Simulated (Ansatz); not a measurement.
The first iterations of a band of C$_{2}$H$_{4}$BBrO (9 atoms, charge 0, multiplicity 1).

Method: Ansatz 0.2.0, RKS PBE0-D4/def2-SVP.

* movable images: 2
* climbing image: yes
* spring: 5.0 eV/Å²
* optimiser: quadratic models (default)
* start path: through a guess of the saddle point
* force threshold: 0.05 eV/Å
* iteration limit: 60
* end points: relaxed

Initial state:

```xyz
9
Properties=species:S:1:pos:R:3
B -0.713 1.222 0.793
C 0.243 0.271 0.112
Br 2.124 0.608 -0.013
C -0.172 -0.895 -0.462
O 0.571 -1.785 -1.075
H -1.882 0.909 0.813
H -0.346 2.253 1.300
H -1.235 -1.159 -0.432
H 1.497 -1.470 -1.053
```

Final state:

```xyz
9
Properties=species:S:1:pos:R:3
B -0.713 1.224 0.792
C 0.241 0.270 0.112
Br 2.122 0.610 -0.018
C -0.173 -0.899 -0.459
O 0.572 -1.785 -1.075
H -0.343 2.261 1.283
H -1.880 0.905 0.828
H -1.234 -1.167 -0.424
H 1.497 -1.467 -1.056
```

| iteration | highest image above the first end (eV) | largest band force component (eV/Å) |
| --- | --- | --- |
| 1 | 4.205 | 13.604 |
| 2 | 1.075 | 3.342 |
| 3 | 0.689 | 1.361 |
| 4 | 0.553 | 0.973 |

Task: Does the band converge within its limit, and where does its top end?

Result: The forces met the threshold. It ended after 13 iterations with the highest image 0.642 eV above the first end. The dihedral H6–B1–C2–Br3 jumps by 90° between images 0 and 1, so the path isn't resolved there. Another band between the same ends (9 images) ends at a top of the same energy, where a vibrational analysis finds 1 clearly imaginary mode. So few images can step over the top or miss a turn of the path.

Run time: 110 s on 2 threads of AMD EPYC 7R43 64-Core Processor (Zen 3), with other jobs on the host, peak memory 0.28 GiB.
